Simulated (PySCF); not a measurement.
## Structure from NMR data

Molecular formula: C8H6FN. Simulated spectra:

1H NMR (300 MHz, computed): δ 7.61 (m, 2H), 7.44 (m, 2H), 3.42 (s, 2H).

13C{1H} NMR (computed): δ 172.8 (C), 136.7 (CH), 133.2 (C), 122.6 (CH), 122.1 (C), 24.8 (CH2).

PySCF 2.14.0 with density-fitted response routines calculation with σ from GIAO-PBE0/pcSseg-1 and geometry from GFN2-xTB; one computed conformer, no solvent model, fast rotation and ring inversion assumed for equivalent nuclei, no relativistic terms.

Shifts are taken against calculated references (same method and geometry level): 1H, 13C against TMS.

Question: Deduce the structure.

Answer: 
Rings plus π bonds: 6 (1 ring in the answer). 6 carbon signals for 8 carbons: some carbons are equivalent by symmetry or fast rotation. Carbon types of the structure: 3 × C, 4 × CH, 1 × CH2, which accounts for all hydrogens. δC 172.8: aromatic carbon bearing fluorine; an ipso carbon deshielded by its heteroatom. δC 136.7, 122.6: aromatic CH. δC 133.2: substituted aromatic carbon. δC 122.1: nitrile carbon; typical of a nitrile. δC 24.8: sp3 CH2 on an aromatic ring; aliphatic region, no heteroatom directly attached. δH 7.61, 7.44: hydrogen on an aromatic CH; the ring current deshields protons in the ring plane. δH 3.42: hydrogen on an sp3 CH2 on an aromatic ring.

These data were computed for SMILES N#CCc1ccc(F)cc1.

The data come from this structure; uniqueness wasn't tested.

Splittings by 19F in the carbon and heteronuclear signals aren't shown, as no couplings were computed. Shifts are as computed. Against solution values, carbons near 30 ppm lie about +3 ppm off and those near 130 ppm about +5 ppm. Of 1211 compounds with measured shifts, 218 miss one by over three times the rms of a fit or turn the order of signals round; such compounds aren't used in these exercises. Multiplicities follow the n + 1 count of equivalent neighbours, as no J values were calculated; m marks all less simple cases, F and P coupling included.
